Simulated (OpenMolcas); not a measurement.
An atom or ion with 80 electrons was computed by MS-CASPT2, IPEA 0.25 Eh, imaginary shift 0.1 Eh with spin-orbit coupling (OpenMolcas, ANO-RCC-VQZP, DKH2). The lowest levels that the run gave, each within 12 % of the measured value where one is at hand:

| J | Parity | E (cm-1) | g |
| --- | --- | --- | --- |
| 0 | even | 0.0 |  |
| 0 | odd | 62270 |  |
| 1 | odd | 65730 | 1.474 |
| 2 | odd | 77000 | 1.501 |
| 1 | odd | 92430 | 1.027 |
| 0 | even | 151960 |  |

Problem. Which ion is it, and what are the configurations and terms?

Solution. Pb III (Z = 82, charge +2; active space 2 electrons in 8 orbitals (6s 6p 7s 7p)). J, parity and g give the terms where levels are pure, and mixed ones are named by the computed weights; the size of the splittings, set against known spectra of the 80-electron sequence, gives the charge. In order, with the measured energies in cm-1 (Moore, Atomic Energy Levels, vol. III, NSRDS-NBS 35 (1971 reprint of NBS Circular 467, 1958)): 6s2 1S0, 6s 6p 3P* 0 (60397), 6s 6p 3P* 1 (64391), 6s 6p 3P* 2, 6s 6p 1P* 1 (95340), 6p2 3P0 (142551).

Over all roots computed the reference weight is 0.85 to 0.94; the roots of lowest weight are the least certain, and an intruder state may touch them. The run also gave levels led by 6s 7s, which use shells meant for correlation; these and all levels above them are left out. The ¹D term of p² mixes with s d, which this space lacks. Spin-orbit splittings of 6p shells tend to come out small when the coupling is added on scalar orbitals. Measured partners are found by configuration, term and J. A level has none where our copy of the source lacks it or the pairing is in doubt (some pairs that miss far off the trend of their configuration count as doubtful), and it then counts in no deviation. Levels of configurations outside the active space are missing.

* marks odd parity.
